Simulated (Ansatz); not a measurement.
Born–Oppenheimer molecular dynamics of AlClF3H (6 atoms, charge 0, multiplicity 1). It starts from a rough guess of a transition structure, not a stationary point.

All numbers below come from Ansatz 0.2.0, UKS PBE0-D4/STO-3G.

```json
{
  "ensemble": "NVE (velocity Verlet)",
  "time step": "0.5 fs",
  "steps asked": "150",
  "starting velocities drawn for": "300 K",
  "seed": "862968"
}
```

First frame:

```xyz
6
Properties=species:S:1:pos:R:3
Al -0.553 0.437 -0.276
Cl -0.084 -1.798 0.969
F -0.940 0.262 -1.851
F -1.195 1.565 0.713
H 1.233 -0.747 0.491
F 1.540 0.281 -0.045
```

Question: How far do the bonds stretch over the last three quarters of this one trajectory? (Pairs bonded in most of those frames.)

Answer: 
| bond | mean (Å) | spread (Å) | shortest | longest |
| --- | --- | --- | --- | --- |
| Al1–Cl2 | 2.182 | 0.156 | 1.97 | 2.43 |
| Al1–F3 | 1.623 | 0.053 | 1.52 | 1.70 |
| Al1–F4 | 1.623 | 0.049 | 1.53 | 1.69 |
| Al1–F6 | 1.949 | 0.215 | 1.64 | 2.21 |
| H5–F6 | 1.051 | 0.093 | 0.90 | 1.24 |

Mean temperature of the second half: 1531 K. The conserved energy stayed within 1.4 meV per atom of its start (net change -0.94 meV per atom), so the integration is sound. The system heated up, since it started high on the potential surface and ran downhill. A run of 0.075 ps of so small a system gives no equilibrium averages. The orbitals stay closed-shell, which can raise the energy where a bond breaks towards radicals; this wasn't checked here. Limits of this set-up: minimal basis.

Run time: 4.8 min on 1 CPU thread of a shared host.
